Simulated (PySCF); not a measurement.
## Simulated absorption spectrum

Isocyanopentafluorobenzene, C7F5N.
Geometry (PBE0-D3(BJ)/def2-SVP, Å), atoms numbered from 1 in this order:
```
atom  x, y, z in Å
C1     3.452   -0.176   -1.134
N2     2.334   -0.126   -0.767
C3     1.040   -0.058   -0.343
C4     0.289    1.106   -0.549
F5     0.833    2.137   -1.156
C6    -1.032    1.177   -0.117
F7    -1.736    2.273   -0.314
C8    -1.610    0.085    0.529
F9    -2.857    0.149    0.942
C10   -0.872   -1.080    0.738
F11   -1.428   -2.107    1.347
C12    0.448   -1.150    0.306
F13    1.143   -2.247    0.507
```

Computed with TDDFT wB97X-D/def2-SVPD, vertical, gas phase, core orbitals frozen in the response (PySCF).

Computed states:

```csv
state,E (eV),f
S1,5.12,0.016
S2,5.72,0.234
S3,6.17,0.0000
S4,6.27,0.0008
S5,6.78,0.424
S6,6.82,0.649
S7,6.90,0.0075
S8,6.90,0.026
S9,7.35,0.0000
S10,7.69,0.011
```

Each state is given a Gaussian of 0.5 eV full width at half maximum, with ε(max) = 2.175×10⁸ f / Δν̃ (Δν̃ the width in cm⁻¹). The width is an assumption, not a result. The curve ends short of the highest state used, and states not computed would add to its high-energy end.

**Question.** Give the broadened spectrum and its maxima.

**Answer.** 
| E (eV) | ε (L mol⁻¹ cm⁻¹) |
| --- | --- |
| 4.37 | 2 |
| 4.42 | 4 |
| 4.47 | 8 |
| 4.52 | 17 |
| 4.57 | 32 |
| 4.62 | 56 |
| 4.66 | 86 |
| 4.71 | 139 |
| 4.76 | 213 |
| 4.81 | 309 |
| 4.86 | 425 |
| 4.91 | 555 |
| 4.96 | 690 |
| 5.01 | 822 |
| 5.06 | 950 |
| 5.11 | 1083 |
| 5.16 | 1250 |
| 5.21 | 1500 |
| 5.26 | 1900 |
| 5.31 | 2523 |
| 5.36 | 3431 |
| 5.41 | 4654 |
| 5.46 | 6162 |
| 5.51 | 7853 |
| 5.56 | 9557 |
| 5.60 | 10784 |
| 5.65 | 11961 |
| 5.70 | 12569 |
| 5.75 | 12506 |
| 5.80 | 11778 |
| 5.85 | 10499 |
| 5.90 | 8860 |
| 5.95 | 7086 |
| 6.00 | 5390 |
| 6.05 | 3940 |
| 6.10 | 2856 |
| 6.15 | 2222 |
| 6.20 | 2122 |
| 6.25 | 2667 |
| 6.30 | 4025 |
| 6.35 | 6411 |
| 6.40 | 10055 |
| 6.45 | 15125 |
| 6.50 | 21631 |
| 6.54 | 27716 |
| 6.59 | 35983 |
| 6.64 | 44237 |
| 6.69 | 51490 |
| 6.74 | 56742 |
| 6.79 | 59200 |
| 6.84 | 58477 |
| 6.89 | 54688 |
| 6.94 | 48426 |
| 6.99 | 40601 |
| 7.04 | 32234 |
| 7.09 | 24237 |

Maxima: 217 nm (5.72 eV), ε about 13000, made up of S2 (100%); 182 nm (6.80 eV), ε about 59000, made up of S5 (38%) and S6 (59%) (ε in L mol⁻¹ cm⁻¹; maxima over ε = 5, shares over 10%).

**Question.** Coming from long wavelengths, where does ε first pass 100 L mol⁻¹ cm⁻¹?

**Answer.** At about 265 nm (4.68 eV), 0.44 eV below S1.

**Question.** What would ε be at 6.80 eV, the highest of these maxima, with half the width (0.25 eV)?

**Answer.** About 116000 L mol⁻¹ cm⁻¹ against 59300, a factor of about 1.96; a lone state at its own centre would give exactly 2.

**Question.** Does any computed singlet lie in the visible range?

**Answer.** No computed singlet lies in the visible range (380 to 750 nm); the lowest, at 242 nm, stands 1.86 eV above its violet end (3.26 eV).
